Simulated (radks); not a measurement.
The numbers below are computed, except where a source is named.
Sr2+, configuration [Kr].

Code: a radial shooting solver on a logarithmic mesh with Libxc functionals. Model: scalar-relativistic Kohn-Sham, SCAN, spin-polarised, spherical densities, finite nucleus; meta-GGA in the generalised Kohn-Sham scheme; Fermi nuclear charge, rms radius 4.224 fm.

Energy parts (eV):
part                       energy
total                  -86522.692
kinetic                 88730.540
electron-nucleus      -207858.684
Hartree                 35472.431
exchange-correlation    -2866.978

Orbitals (lengths in bohr, moments of r in powers of bohr; r(90%) holds 90 % of the orbital's charge):
1s: occ. 2; eigenvalue (eV) -15989.86; r(90%) 0.0701; <r^4> 0.00001105
2s: occ. 2; eigenvalue (eV) -2188.983; r(90%) 0.266; <r^4> 0.002119
2p: occ. 6; eigenvalue (eV) -1943.804; r(90%) 0.245; <r^4> 0.001532
3s: occ. 2; eigenvalue (eV) -355.3379; r(90%) 0.727; <r^4> 0.1198
3p: occ. 6; eigenvalue (eV) -275.2931; r(90%) 0.755; <r^4> 0.1390
3d: occ. 10; eigenvalue (eV) -143.9216; r(90%) 0.807; <r^4> 0.1874
4s: occ. 2; eigenvalue (eV) -56.0404; r(90%) 1.99; <r^4> 6.695
4p: occ. 6; eigenvalue (eV) -37.1486; r(90%) 2.30; <r^4> 11.92

The highest occupied level is 4p at -37.149 eV. The electron density at the nucleus is 6.193e+04 e/bohr^3 (large components only).

Empty levels of this run are not shown, since the potential may be unsettled where no density lies.
